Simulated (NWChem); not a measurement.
## Tetragonal strain in Si (diamond structure): the shear constant

All runs are NWChem calculations. Level: LDA (Vosko), Troullier-Martins pseudopotentials (valence charges Si 4), cutoff 15 Ha, shifted 4×4×4 mesh, two-atom cell, no spin-orbit coupling. The cubic cell (a = 5.384 Å, near this level's equilibrium) is stretched by 1 + δ along x and y and by (1 + δ)^−2 along z, at constant volume; symmetry keeps the atoms on their sites.

| δ | E − E(0) (meV/cell) |
|---|---|
| -0.020 | ? |
| -0.010 | 7.67 |
| -0.005 | 1.38 |
| 0.000 | 0.00 |
| 0.005 | 1.63 |
| 0.010 | 7.33 |

Q: The cell volume is 39.01 Å³. To second order E − E(0) = 3V(C₁₁ − C₁₂)δ². Fit Aδ² + Bδ³, give C₁₁ − C₁₂, and predict the withheld row.

A: A ≈ 74 eV (these rows don't fix B), with a largest residual of 0.49 meV, so C₁₁ − C₁₂ = A/(3V) ≈ 100 GPa. The fit predicts 30.91 meV at δ = -0.020; the run gave 32.78.
